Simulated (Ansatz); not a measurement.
Q: Name a neutral molecule of As, N, Si and H with LUMO energy (ωB97M-V/def2-TZVPP) between 1.15 and 1.45 eV and HOMO–LUMO gap (B3LYP/def2-TZVPP) between 6.30 and 6.60 eV (Ansatz, PBE0-D4/def2-TZVP geometry).

A: `N[AsH][SiH3]` (1.41 eV, 6.35 eV). Other molecules can fit too; these were computed, each in one conformer that needn't be the lowest.

B3LYP here is the variant with VWN-RPA as its local correlation; programs differ in this.
